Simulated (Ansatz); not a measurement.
Reaction (ligand exchange at the Si–N bond): `C/C=N\[SiH2]Cl` + `BN[SiH3]` → `BN([SiH3])[SiH2]Cl` + `CC=N`

Program: Ansatz. Geometries: PBE0-D4/def2-TZVP. ΔE: electronic, gas phase. CBS: MP2 limit from def2 TZ/QZ plus the TZ coupled-cluster correction, frozen cores. DFT in def2-TZVPP. B3LYP here is the variant with VWN-RPA as its local correlation; programs differ in this. Each species was taken in one conformer, which may not be the lowest.

`C/C=N\[SiH2]Cl`:

```xyz
11

C    -1.201   -0.609   -0.947
C    -0.052    0.325   -1.126
N     0.794    0.694   -0.273
Si    1.202    0.476    1.361
Cl    0.024   -0.796    2.510
H    -1.101   -1.444   -1.649
H    -2.130   -0.095   -1.213
H    -1.271   -0.992    0.069
H     0.046    0.730   -2.145
H     2.566   -0.089    1.400
H     1.123    1.800    2.012
```

`BN[SiH3]`:

Cartesian coordinates in Å:
```
B -0.964 0.824 0.906
N -0.079 0.630 -0.160
Si 0.728 -0.858 -0.586
H -1.220 -0.100 1.624
H -1.449 1.905 1.083
H 0.112 1.434 -0.742
H 0.359 -1.270 -1.966
H 0.310 -1.889 0.389
H 2.203 -0.676 -0.547
```

`BN([SiH3])[SiH2]Cl`:

Z-matrix (Å, degrees):
```
Si
N 1 1.762
H 1 1.482 2 109.6
H 1 1.485 2 107.5 3 -119.5
H 1 1.482 2 110.3 3 121.0
Si 2 1.734 1 121.2 3 126.2
B 2 1.412 1 117.6 3 -55.9
Cl 6 2.055 2 109.9 1 66.7
H 6 1.476 2 109.3 1 -174.2
H 6 1.479 2 110.1 1 -50.2
H 7 1.198 2 120.3 1 -178.1
H 7 1.201 2 119.0 1 2.1
```

`CC=N`:

Z-matrix (Å, degrees):
```
C
C 1 1.493
H 1 1.092 2 111.6
H 1 1.094 2 110.3 3 -121.2
H 1 1.094 2 110.3 3 121.2
N 2 1.263 1 127.9 3 0.0
H 2 1.095 1 115.5 3 -180.0
H 6 1.023 2 110.6 1 0.0
```

```csv
level,ΔE (eV)
r2SCAN-D4,0.02
B3LYP-D4,0.02
ωB97M-V,-0.04
MP2/def2-TZVPP,-0.09
```

What does CCSD(T)/CBS give? (An estimate is asked.)

Ansatz gave: -0.08 eV. The listed levels differ from it by 0.10, 0.10, 0.04, -0.01 eV.

Largest T1 diagnostic among the species: 0.012.

The D4 term adds −0.06 eV with B3LYP and −0.03 eV with PBE0; it sums over pairs of atoms, weighted by their polarisabilities, and B3LYP, whose exchange is more repulsive, gets the larger term. From PBE to PBE0 (25 % exact exchange), in def2-TZVPP and without D4, ΔE moves by −0.05 eV.
